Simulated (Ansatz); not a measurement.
The cluster Cs4, relaxed as a quintet with UKS r2SCAN/def2-TZVP in Ansatz, starting from the r2SCAN/def2-TZVP geometry of the neutral singlet. Force threshold 0.02 eV/Å.

In the def2 sets Cs takes a core potential; there is no spin–orbit coupling. The relaxation made no stability test and no search for a lower SCF solution. At r2SCAN/def2-TZVP a triplet of charge 0 lies 0.59 eV below the quintet, each at its own geometry. The structure comes from a short search, and lower isomers may exist.

Start:

```csv
atom,x (Å),y (Å),z (Å)
Cs1,0.4758,3.2059,3.5578
Cs2,1.3629,-1.5998,1.2506
Cs3,-1.3535,1.5963,-1.2489
Cs4,-0.4852,-3.2024,-3.5595
```

Q: Estimate the energy that the relaxation releases and the steps that it takes.

A: 1.5 kcal/mol, in 6 steps; 31 s on 4 threads of Arm Neoverse V1 on a shared host. The force fell under the threshold at step 4, but the optimiser went on and released 0.002 eV more. No frequencies were taken in this run, so the end may be a saddle point.

Q: Does the start keep its bonding and symmetry?

A: By distances, no bond broke or formed. The bond that changes most is Cs2–Cs3, from 4.88 to 5.51 Å (atoms count from 1). Point group D2h at the start, D2h at the end, both within 0.05 Å.

Q: Predict the relaxed structure.

A: 
Cartesian coordinates in Å:
```
Cs 0.505 3.385 3.765
Cs 1.536 -1.798 1.410
Cs -1.528 1.801 -1.414
Cs -0.513 -3.388 -3.762
```
Bond lengths (bridged metal pairs left out): 5 × Cs–Cs 5.51 to 5.79 Å.
